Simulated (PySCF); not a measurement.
## Distorted geometries of LuCl3(H2O)

LuCl3(H2O) (singlet in the valence; each metal's 4f electrons, 14 of them, lie in its core potential, out of spins and levels). PySCF 2.14.0, RKS BP86, Lu lcecp-1-SVP with ECP60, Cl def2-SVP, O def2-SVP, H def2-SVP; non-relativistic Hamiltonian with scalar-relativistic core potentials where named; density fitting; no spin-orbit coupling. Relaxed geometry:

```xyz
7

Lu    0.0175   -0.0131    0.0131
Cl    1.1533    1.7804    1.2212
Cl   -1.7197   -1.2243    1.2243
Cl    1.1533   -1.2212   -1.7804
O    -1.2620    1.3399   -1.3399
H    -1.6464    2.2023   -1.0866
H    -1.6464    1.0866   -2.2023
```

Question: Order these distorted geometries by energy above the relaxed one, lowest first.
A.
```xyz
7

Lu    0.0346    0.0612   -0.0075
Cl    1.2142    1.7213    1.4070
Cl   -1.6504   -0.9678    1.1768
Cl    1.1763   -1.4002   -1.7820
O    -1.1165    1.5476   -1.4370
H    -1.9180    1.9442   -1.1051
H    -1.6907    1.0444   -2.2027
```
B.
```xyz
7

Lu   -0.0170   -0.0390    0.0062
Cl    1.1372    1.7906    1.1894
Cl   -1.7437   -1.2356    1.2280
Cl    1.1921   -1.2373   -1.7562
O    -1.2384    1.3694   -1.3222
H    -1.6314    2.1814   -1.1283
H    -1.6494    1.1211   -2.1675
```
C.
```xyz
7

Lu   -0.1752    0.1039   -0.1187
Cl    1.2332    1.6137    1.2822
Cl   -1.8180   -1.2037    1.2177
Cl    1.1417   -1.1526   -1.8276
O    -1.2519    1.3607   -1.2665
H    -1.6193    2.1793   -1.0473
H    -1.4612    1.0493   -2.1903
```

Answer: B (0.11 eV), A (0.63 eV), C (0.69 eV).

Question: Which forces (eV/Å) act in the one that lies 0.69 eV up?

Answer: 
```
Lu   2.80 -2.85  2.87
Cl  -0.45 -0.25 -0.40
Cl   0.24  0.33 -0.38
Cl  -0.46  0.34  0.25
O   -0.53 -1.18 -3.22
H   -1.48  2.92  0.33
H   -0.11  0.68  0.54
```
Forces carry noise of the integration grid, about 0.01 to 0.03 eV/Å.

A frequency check found unstable modes (1, the lowest at -27 cm⁻¹), so the relaxed geometry is a saddle point, or these are noise. An lcecp potential fixes the number of 4f electrons, so in runs with it no electron can move into or out of that shell.
